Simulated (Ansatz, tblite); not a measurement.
Cost and result up the ladder for SiH2Me(NHMe) (C2H9NSi) (13 atoms). Total charge 0; singlet. Geometry: PBE0-D4/def2-SVP.

```xyz
13

Si    0.090    0.840   -0.131
H     0.319    1.522    1.183
H     1.116    1.396   -1.084
C    -1.611    1.218   -0.822
H    -1.731    2.301   -0.982
H    -2.400    0.879   -0.134
H    -1.762    0.722   -1.794
N     0.205   -0.868    0.149
C     1.279   -1.505    0.869
H    -0.242   -1.472   -0.533
H     2.170   -1.739    0.252
H     1.620   -0.849    1.687
H     0.946   -2.446    1.339
```

Ansatz on 4 threads of Intel Xeon on a shared host; xTB runs through tblite on one thread. Times are rough, summed over both states, and most runs start from the orbitals of an earlier one. PBE0-D4/def2-TZVP serves as the yardstick here, not as an exact answer. The other state is a triplet.

The xTB rows come from tblite.

xTB has no spin-polarisation term.

```csv
level,functions,wall time,vertical triplet (eV),difference from PBE0-D4/def2-TZVP (eV)
GFN2-xTB,30,0.012 s,6.31,0.71
GFN1-xTB,39,0.018 s,6.84,1.24
PBE-D4/def2-TZVP (with forces),184,4.3 s,5.32,-0.28
PBE0-D4/def2-TZVP,184,5.2 s,5.60,0.00
r2SCAN-D4/def2-TZVP,184,6 s,5.45,-0.15
```
